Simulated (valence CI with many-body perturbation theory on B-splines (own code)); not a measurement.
# Pd XLII: calculated level list

Calculated by valence CI with perturbative core correlation (CI+MBPT): three valence electrons over a frozen Dirac-Fock core [He], radial functions for each j: 9 s, 9 p, 8 d, 6 f, 3 g, 1 h, with the one-electron correlation potential Σ1, the two-electron term Σ2, the three-electron term Σ3, Breit, model QED; selected CI, second order for the rest, scaled by the run's own slope (own B-spline code, finite nucleus).

The last digits are not significant, and no measured levels were compared; by estimate large intervals hold to a few tenths of a per cent, small ones and those within an open d or f shell to about a per cent.

Levels 1 to 45 of 49, with energies above the lowest level, (2s^2 2p1/2) J=1/2. "Leading %" is the weight of the configuration and term that name the level; weights of strongly mixed levels are sums over their largest components and can fall short, so below about 35 % the name and the second component can differ from the true leading terms, or belong to a minority configuration. In the jj column 3d3/2^4 stands for four electrons in 3d with j = 3/2.

```
No.  Configuration  Term    J  E (Ry)  Leading %  Second component      g             Leading jj
  1          2s²2p   ²P°  1/2    0.00         99                    0.648      2s^2 2p1/2 (99 %)
  2          2s2p²    ⁴P  1/2    9.40         66     24 % 2s2p² ²S  2.290      2s 2p1/2^2 (95 %)
  3          2s²2p   ²P°  3/2   13.06         98                    1.321      2s^2 2p3/2 (98 %)
  4          2s2p²    ⁴P  3/2   19.70         94      4 % 2s2p² ²D  1.676  2s 2p1/2 2p3/2 (99 %)
  5          2s2p²    ⁴P  5/2   21.63         50     50 % 2s2p² ²D  1.387  2s 2p1/2 2p3/2 (97 %)
  6          2s2p²    ²D  3/2   24.73         71     28 % 2s2p² ²P  0.944  2s 2p1/2 2p3/2 (98 %)
  7          2s2p²    ²P  1/2   24.97         73     22 % 2s2p² ⁴P  1.167  2s 2p1/2 2p3/2 (94 %)
  8          2s2p²    ²D  5/2   34.12         50     50 % 2s2p² ⁴P  1.386      2s 2p3/2^2 (97 %)
  9            2p³   ²P°  3/2   35.10         42      32 % 2p³ ⁴S°  1.402   2p1/2^2 2p3/2 (97 %)
 10          2s2p²    ²S  1/2   38.59         71     17 % 2s2p² ²P  1.837      2s 2p3/2^2 (98 %)
 11          2s2p²    ²P  3/2   38.68         70     25 % 2s2p² ²D  1.208      2s 2p3/2^2 (97 %)
 12            2p³   ⁴S°  3/2   46.33         52      47 % 2p³ ²D°  1.419   2p1/2 2p3/2^2 (99 %)
 13            2p³   ²D°  5/2   47.58        100                    1.186  2p1/2 2p3/2^2 (100 %)
 14            2p³   ²P°  1/2   49.94         99                    0.648   2p1/2 2p3/2^2 (99 %)
 15            2p³   ²P°  3/2   61.48         56      28 % 2p³ ²D°  1.275         2p3/2^3 (99 %)
 16          2s²3s    ²S  1/2  266.35         97                    1.995         2s^2 3s (97 %)
 17          2s²3p   ²P°  1/2  269.71         95                    0.670      2s^2 3p1/2 (95 %)
 18         2s2p3s   ⁴P°  1/2  272.91         88    9 % 2s2p3s ²P°  2.424     2s 2p1/2 3s (98 %)
 19          2s²3p   ²P°  3/2  273.14         65   20 % 2s2p3s ⁴P°  1.405      2s^2 3p3/2 (65 %)
 20         2s2p3s   ⁴P°  3/2  274.48         49    32 % 2s²3p ²P°  1.520     2s 2p1/2 3s (64 %)
 21         2s2p3s   ²P°  1/2  275.19         93    5 % 2s2p3s ⁴P°  0.746     2s 2p1/2 3s (96 %)
 22         2s2p3p    ⁴D  1/2  275.77         73    20 % 2s2p3p ²P  0.251  2s 2p1/2 3p1/2 (99 %)
 23          2s²3d    ²D  3/2  276.17         84     6 % 2s2p3p ⁴D  0.837      2s^2 3d3/2 (84 %)
 24         2s2p3p    ⁴D  3/2  277.03         42    17 % 2s2p3p ²P  1.114  2s 2p1/2 3p1/2 (82 %)
 25          2s²3d    ²D  5/2  277.38         97                    1.196      2s^2 3d5/2 (97 %)
 26         2s2p3p    ⁴P  1/2  278.50         55    26 % 2s2p3p ²S  2.063  2s 2p1/2 3p1/2 (96 %)
 27         2s2p3p    ⁴P  3/2  280.15         30    26 % 2s2p3p ⁴D  1.416  2s 2p1/2 3p3/2 (99 %)
 28         2s2p3p    ²P  1/2  281.12         43    16 % 2s2p3p ⁴P  1.264  2s 2p1/2 3p3/2 (88 %)
 29         2s2p3p    ⁴D  5/2  281.35         55    27 % 2s2p3p ²D  1.354  2s 2p1/2 3p3/2 (95 %)
 30         2s2p3p    ²D  3/2  281.60         48    19 % 2s2p3p ⁴S  1.242  2s 2p1/2 3p3/2 (97 %)
 31         2s2p3d   ⁴F°  3/2  282.15         75   14 % 2s2p3d ²D°  0.542  2s 2p1/2 3d3/2 (99 %)
 32         2s2p3d   ⁴F°  5/2  283.22         65   13 % 2s2p3d ⁴D°  1.059  2s 2p1/2 3d3/2 (74 %)
 33         2s2p3d   ⁴P°  5/2  283.91         42   20 % 2s2p3d ⁴D°  1.358  2s 2p1/2 3d5/2 (81 %)
 34         2s2p3d   ⁴D°  1/2  284.13         61   28 % 2s2p3d ²P°  0.384  2s 2p1/2 3d3/2 (92 %)
 35         2s2p3d   ⁴D°  3/2  284.19         39   24 % 2s2p3d ⁴P°  1.269  2s 2p1/2 3d3/2 (84 %)
 36         2s2p3d   ⁴F°  7/2  284.90         46   27 % 2s2p3d ²F°  1.254  2s 2p1/2 3d5/2 (96 %)
 37         2s2p3d   ²F°  5/2  285.60         48   18 % 2s2p3s ⁴P°  1.107  2s 2p1/2 3d5/2 (73 %)
 38         2s2p3d   ²D°  3/2  285.63         48   40 % 2s2p3d ²P°  1.027  2s 2p1/2 3d5/2 (82 %)
 39          2p²3s    ⁴P  1/2  285.63         50     22 % 2p²3s ²S  2.016      2p1/2^2 3s (89 %)
 40         2s2p3s   ⁴P°  5/2  286.06         79    7 % 2s2p3d ²F°  1.503     2s 2p3/2 3s (79 %)
 41         2s2p3s   ²P°  3/2  287.06         80   19 % 2s2p3s ⁴P°  1.393     2s 2p3/2 3s (99 %)
 42          2p²3p   ⁴D°  1/2  288.03         40    37 % 2p²3p ²P°  0.652   2p1/2^2 3p1/2 (92 %)
 43         2s2p3p    ⁴P  3/2  289.63         49    22 % 2s2p3p ⁴S  1.629  2s 2p3/2 3p1/2 (99 %)
 44         2s2p3p    ²D  5/2  289.83         42    32 % 2s2p3p ⁴D  1.347  2s 2p3/2 3p1/2 (98 %)
 45         2s2p3s   ²P°  1/2  290.28         92    6 % 2s2p3s ⁴P°  0.777     2s 2p3/2 3s (96 %)
```

The ionisation energy to 2s² ¹S0 of the next ion comes out as 6471 eV (NIST: 6469 ± 5 eV (semi-empirical)). All 49 levels together are meant to be complete up to 293.44 Ry.
